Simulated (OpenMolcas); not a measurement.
O+: Slater's ratio, worked from levels

```
Program             : OpenMolcas
Basis               : ANO-RCC [8s7p4d3f2g]
Scalar Hamiltonian  : DKH2, point nucleus
Active space        : 3 electrons in 9 orbitals (RAS2 2p; RAS3 3s 3d, at most 1 electron)
State averaging     : 2S+1 = 4 odd, 1 root; 2S+1 = 2 odd, 8 roots; 2S+1 = 4 even, 18 roots; 2S+1 = 2 even, 49 roots
Spin-orbit coupling : state interaction with AMFI integrals over the reference wave functions, term energies averaged over their components
```

Methods: RASSCF; MS-RASPT2, IPEA 0.25 Eh, imaginary shift 0.1 Eh (closed shells correlated: 1s 2s). Measured levels: NIST Handbook of Basic Atomic Spectroscopic Data.

**Slater's ratio.** With one set of orbitals, p3 has 2D* - 4S* = 9 F2 and 2P* - 2D* = 6 F2 (F2 = F²/25), a ratio of 2/3. Term energies are centres of gravity, weighted by 2J + 1.

```tsv
Source	2D* - 4S*	2P* - 4S*	F2 from the first	Ratio
RASSCF	30583	50646	3398	0.656
MS-RASPT2	27155	44598	3017	0.642
measured	26819	40469	2980	0.509
```

Energies in cm-1. A ratio away from 2/3 shows effects beyond one configuration with one set of orbitals, and in heavier atoms second-order spin-orbit shifts.

Term energies are means over components that CASPT2 splits; among the terms shown or strongly mixed into the levels shown the widest spread is 520 cm-1 (2s2 2p3 2D*, MS-RASPT2). Over all roots computed the reference weight is 0.90 to 0.98 in MS-RASPT2; the roots of lowest weight are the least certain, and an intruder state may touch them. With the s shell closed, the reference lacks s² → p² mixing. Without dynamic correlation excited terms often stand tens of per cent too high (terms of higher spin than the ground term too low), and those without a measured partner can miss by more than the paired ones (holds for RASSCF). Computed and measured levels are paired by configuration, term and J; levels that our copy of the source lacks, or whose pairing is in doubt (as where it misses far off the trend of its configuration), stay unpaired and out of the deviations. Only configurations of the active space appear.

* marks odd parity.
